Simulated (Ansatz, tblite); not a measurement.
Removing an electron: GeEt2(OAc)2 (C8H16GeO4). Total charge 0; singlet. Geometry: PBE-D4/def2-SVP. Ansatz, gas phase; energy differences of separate SCF runs; the oxidised species was run as a doublet alone.

```
atom    x (Å)    y (Å)    z (Å)
 Ge1   0.1019  -0.7026   0.1486
  C2   1.6657  -1.4347  -0.7793
  C3   2.8339  -0.4580  -0.9446
  H4   1.2934  -1.7987  -1.7605
  H5   1.9660  -2.3391  -0.2066
  H6   3.6739  -0.9345  -1.4908
  H7   2.5191   0.4480  -1.4967
  H8   3.2132  -0.1190   0.0392
  C9  -1.1044  -1.9333   1.0727
 C10  -1.7755  -2.9312   0.1225
 H11  -1.8464  -1.2880   1.5842
 H12  -0.5146  -2.4464   1.8613
 H13  -2.4721  -3.6000   0.6690
 H14  -2.3610  -2.4080  -0.6599
 H15  -1.0371  -3.5809  -0.3923
 O16  -1.0573   0.1088  -1.0634
 C17  -0.6799   1.2938  -1.5702
 C18  -1.7862   1.9624  -2.3515
 O19   0.4283   1.7787  -1.3827
 H20  -1.3844   2.8148  -2.9263
 H21  -2.5457   2.3298  -1.6312
 H22  -2.2918   1.2389  -3.0191
 O23   0.8383   0.5025   1.3555
 C24   0.0031   1.4231   1.8727
 C25   0.7350   2.4660   2.6835
 O26  -1.2028   1.4175   1.6696
 H27   0.0153   3.0739   3.2588
 H28   1.2933   3.1213   1.9840
 H29   1.4790   1.9947   3.3537
```

The xTB rows come from tblite. Correlated methods freeze 21 core orbitals; core or outer-core shells of Ge are correlated, in sets that lack core-valence functions. Single mean-field runs in def2-TZVP are fitted with def2-universal-jkfit.

| level | −HOMO (eV) | vertical IE (eV) | −LUMO (eV) | HOMO–LUMO gap (eV) |
| --- | --- | --- | --- | --- |
| GFN2-xTB | 10.99 | 13.19 | 6.33 | 4.66 |
| PBE-D4/def2-TZVP | 6.05 | 8.60 | 0.90 | 5.15 |
| PBE0-D4/def2-TZVP | 7.70 | 9.32 | -0.21 | 7.92 |

Problem. Estimate the rows for GFN1-xTB, PBE-QIDH/def2-TZVP.

Solution. 
```json
{"level": "GFN1-xTB", "−HOMO (eV)": "11.73", "vertical IE (eV)": "14.02", "−LUMO (eV)": "6.78", "HOMO–LUMO gap (eV)": "4.95"}
{"level": "PBE-QIDH/def2-TZVP", "−HOMO (eV)": "–", "vertical IE (eV)": "10.00", "−LUMO (eV)": "–", "HOMO–LUMO gap (eV)": "–"}
```

 Raw xTB energy differences between charge states are shifted by several eV; the methods need an empirical correction for them.
